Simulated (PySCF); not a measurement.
Isomers of C8H13NO, mass 139.100 u with the commonest isotopes. Theory: PBE0/pcSseg-1 in PySCF (dipole) on a GFN2-xTB geometry, gas phase. One conformer each, none proved a minimum here; rigid rotors.

Question: Order these by rotational constant A, largest first.
A. `[CH2:1]=[C:2]([C:3]([NH2:4])=[O:5])[C@H:6]([CH3:7])[CH:8]1[CH2:9][CH2:10]1` with C1–C2–C3–N4 -50°, C2–C3–N4–H 180° and -2°, C1–C2–C6–C7 -107°, C2–C6–C8–C9 -79°
B. `[CH2:1]=[CH:2][CH2:3][C@@H:4]1[N:5]=[CH:6][CH2:7][C@H:8]1[O:9][CH3:10]` with C1–C2–C3–C4 -115°, C2–C3–C4–N5 -172°, C7–C8–O9–C10 -169°
C. `[H]/[N:10]=[C:9]1/[C@@H:5]([CH2:4][CH2:3][O:2][CH3:1])[CH2:6][CH:7]=[CH:8]1` with C1–O2–C3–C4 -177°, O2–C3–C4–C5 178°, C3–C4–C5–C6 174°

Answer: C (3016 MHz), A (1822 MHz), B (1720 MHz).

Question: Order these by out-of-plane moment Σ m c² = (Ia + Ib − Ic)/2, largest first.
A. `[CH2:1]=[C:2]([C:3]([NH2:4])=[O:5])[C@H:6]([CH3:7])[CH:8]1[CH2:9][CH2:10]1` with C1–C2–C3–N4 -50°, C2–C3–N4–H 180° and -2°, C1–C2–C6–C7 -107°, C2–C6–C8–C9 -79°
B. `[H]/[N:10]=[C:9]1/[C@@H:5]([CH2:4][CH2:3][O:2][CH3:1])[CH2:6][CH:7]=[CH:8]1` with C1–O2–C3–C4 -177°, O2–C3–C4–C5 178°, C3–C4–C5–C6 174°
C. `[CH2:1]=[CH:2][CH2:3][C@@H:4]1[N:5]=[CH:6][CH2:7][C@H:8]1[O:9][CH3:10]` with C1–C2–C3–C4 -115°, C2–C3–C4–N5 -172°, C7–C8–O9–C10 -169°

Answer: A (119.97 u·Å²), C (53.70 u·Å²), B (26.90 u·Å²).

Question: Order these by dipole moment, smallest first.
A. `[CH2:1]=[CH:2][CH2:3][C@@H:4]1[N:5]=[CH:6][CH2:7][C@H:8]1[O:9][CH3:10]` with C1–C2–C3–C4 -115°, C2–C3–C4–N5 -172°, C7–C8–O9–C10 -169°
B. `[H]/[N:10]=[C:9]1/[C@@H:5]([CH2:4][CH2:3][O:2][CH3:1])[CH2:6][CH:7]=[CH:8]1` with C1–O2–C3–C4 -177°, O2–C3–C4–C5 178°, C3–C4–C5–C6 174°
C. `[CH2:1]=[C:2]([C:3]([NH2:4])=[O:5])[C@H:6]([CH3:7])[CH:8]1[CH2:9][CH2:10]1` with C1–C2–C3–N4 -50°, C2–C3–N4–H 180° and -2°, C1–C2–C6–C7 -107°, C2–C6–C8–C9 -79°

Answer: A (1.88 D), B (2.29 D), C (3.42 D).

```
                  SMILES  point group  Ia (u·Å²)  Ib (u·Å²)  Ic (u·Å²)      κ  μa (D)  μb (D)  μc (D)
C=C(C(N)=O)[C@H](C)C1CC1           C1     277.30     515.91     553.27  -0.85    0.03    2.36    2.47
 C=CC[C@@H]1N=CC[C@H]1OC           C1     293.82     441.44     627.86  -0.26    0.86    0.94    1.38
[H]/N=C1\C=CC[C@@H]1CCOC           C1     167.58     742.97     856.75  -0.93    2.27    0.29    0.00
```
